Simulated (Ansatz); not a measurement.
Geometry optimisation, Ansatz, RKS PBE-D4/def2-SVP.

input.yaml

```yaml
crystal:
  periodic: [false, false, false]
  atoms:
    - { symbol: B, position_ang: [-1.5089, 0.3147, 1.7227] }
    - { symbol: Si, position_ang: [-0.0884, -0.9076, 1.6567] }
    - { symbol: C, position_ang: [1.0911, -0.4255, 0.2997] }
    - { symbol: B, position_ang: [0.5061, -0.5503, -1.1147] }
    - { symbol: Si, position_ang: [0.1679, 0.9957, -2.2476] }
    - { symbol: H, position_ang: [-1.3426, 1.522, 1.8927] }
    - { symbol: H, position_ang: [-2.6356, -0.0117, 1.5313] }
    - { symbol: H, position_ang: [-0.5639, -2.2398, 1.3937] }
    - { symbol: H, position_ang: [0.611, -0.8711, 2.9968] }
    - { symbol: H, position_ang: [1.4616, 0.6185, 0.5065] }
    - { symbol: H, position_ang: [1.9936, -1.1008, 0.3766] }
    - { symbol: H, position_ang: [0.0658, -1.606, -1.4665] }
    - { symbol: H, position_ang: [1.421, 1.6308, -2.5609] }
    - { symbol: H, position_ang: [-0.5363, 0.6182, -3.4563] }
    - { symbol: H, position_ang: [-0.6642, 1.9621, -1.5012] }
basis:
  gaussian: { orbitals: def2-SVP }
hamiltonian:
  xc: pbe
  dispersion: d4
relax:
  f_tol: 0.02
  max_steps: 50
output:
  orbitals: {}
```

Launched with:

```bash
$ ansatz run input.yaml --threads 2 --pin off --max-ram 3072MiB --backend cpu --events-out ev --progress --plain --runs-dir out
```

**Question.** Where does it end, and by what steps?

**Answer.** The forces met the threshold. The force dipped under the threshold on the way, but the program's further checks kept it going. After 37 steps the energy has fallen by 1.448 eV; H14 moved furthest, 1.77 Å. Joined: B1–Si5 (4.36 → 2.23 Å), B1–H15 (3.72 → 1.29 Å).

```json
{"step": "0", "energy less start (eV)": "0.0000", "largest force component (eV/Å)": "2.160", "accepted": "yes"}
{"step": "2", "energy less start (eV)": "-0.5231", "largest force component (eV/Å)": "0.400", "accepted": "yes"}
{"step": "4", "energy less start (eV)": "-0.5687", "largest force component (eV/Å)": "0.200", "accepted": "yes"}
{"step": "6", "energy less start (eV)": "-0.5987", "largest force component (eV/Å)": "0.148", "accepted": "yes"}
{"step": "8", "energy less start (eV)": "-0.6225", "largest force component (eV/Å)": "0.295", "accepted": "yes"}
{"step": "10", "energy less start (eV)": "-0.7157", "largest force component (eV/Å)": "0.320", "accepted": "yes"}
{"step": "12", "energy less start (eV)": "-1.0674", "largest force component (eV/Å)": "0.743", "accepted": "yes"}
{"step": "14", "energy less start (eV)": "-1.1847", "largest force component (eV/Å)": "1.757", "accepted": "no"}
{"step": "16", "energy less start (eV)": "-1.3297", "largest force component (eV/Å)": "0.299", "accepted": "yes"}
{"step": "18", "energy less start (eV)": "-1.3924", "largest force component (eV/Å)": "0.190", "accepted": "yes"}
{"step": "20", "energy less start (eV)": "-1.4304", "largest force component (eV/Å)": "0.144", "accepted": "yes"}
{"step": "22", "energy less start (eV)": "-1.4408", "largest force component (eV/Å)": "0.038", "accepted": "yes"}
{"step": "24", "energy less start (eV)": "-1.4421", "largest force component (eV/Å)": "0.035", "accepted": "yes"}
{"step": "26", "energy less start (eV)": "-1.4432", "largest force component (eV/Å)": "0.060", "accepted": "yes"}
{"step": "28", "energy less start (eV)": "-1.4442", "largest force component (eV/Å)": "0.067", "accepted": "yes"}
{"step": "30", "energy less start (eV)": "-1.4448", "largest force component (eV/Å)": "0.079", "accepted": "yes"}
{"step": "32", "energy less start (eV)": "-1.4466", "largest force component (eV/Å)": "0.040", "accepted": "yes"}
{"step": "34", "energy less start (eV)": "-1.4478", "largest force component (eV/Å)": "0.025", "accepted": "yes"}
{"step": "36", "energy less start (eV)": "-1.4482", "largest force component (eV/Å)": "0.023", "accepted": "yes"}
{"step": "37", "energy less start (eV)": "-1.4483", "largest force component (eV/Å)": "0.014", "accepted": "yes"}
```

```xyz
15
Properties=species:S:1:pos:R:3
B -1.034 1.071 0.621
Si -0.277 -0.756 1.064
C 1.603 -0.675 0.494
B 1.163 -0.719 -0.958
Si -0.365 0.554 -1.440
H -0.284 1.938 1.047
H -2.174 1.073 1.071
H -0.981 -1.920 0.403
H -0.285 -1.041 2.547
H 1.796 0.324 0.940
H 2.287 -1.447 0.891
H 1.451 -1.608 -1.739
H 0.021 1.776 -2.236
H -1.489 -0.133 -2.168
H -1.455 1.514 -0.510
```

Whether the end is a true minimum wasn't checked by a vibrational analysis.

Time of the run: 64 s on 2 threads of Intel(R) Xeon(R) 6975P-C (Granite Rapids), with other jobs on the host, peak memory 0.19 GiB.
